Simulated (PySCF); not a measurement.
Geometry (Å), atoms numbered from 1 in this order:
```xyz
14

N     1.461    0.451    0.338
B     0.680   -0.957    0.073
C    -0.802   -0.633   -0.535
C    -1.422    0.642   -0.058
F    -1.268    0.806    1.292
F    -0.777    1.717   -0.626
H     2.409    0.276    0.667
H     1.501    1.039   -0.496
H     0.962    0.989    1.051
H     1.384   -1.586   -0.708
H     0.644   -1.485    1.178
H    -0.809   -0.581   -1.637
H    -1.474   -1.464   -0.267
H    -2.497    0.770   -0.276
```

Geometry: PBE0-D3(BJ)/def2-SVP; GIAO absolute shieldings from PySCF 2.14.0 with density-fitted response routines, gas phase, non-relativistic, averaged over equivalent atoms.

At wB97X-D/pcSseg-1 (142 basis functions, 16 s wall time on 1 thread of an Arm Neoverse V1, shared host):
| atoms | σ (ppm) |
| --- | --- |
| N1 | 219.9 |
| B2 | 122.5 |
| C4 | 57.5 |
| C3 | 161.8 |
| F5/F6 | 300.3 |
| H14 | 25.21 |
| H7/H8/H9 | 28.45 |
| H10/H11 | 29.00 |
| H12/H13 | 30.29 |

Q: Predict the values at PBE0/IGLO-III on the same geometry.

A: 
```
   atoms  σ at PBE0/IGLO-III  change
      N1               220.9    +1.0
      B2               119.9    -2.6
      C4                53.2    -4.3
      C3               159.9    -1.9
   F5/F6               291.6    -8.7
     H14               25.03   -0.18
H7/H8/H9               28.38   -0.07
 H10/H11               28.97   -0.03
 H12/H13               30.20   -0.09
```

The largest change is at F5/F6 (fluorine of a CF2 group). Cost: 290 basis functions, 44 s wall time on 1 thread of an Arm Neoverse V1, shared host.

A carbon bonded to boron is broadened by the quadrupolar boron nucleus and is often missing from a measured spectrum.
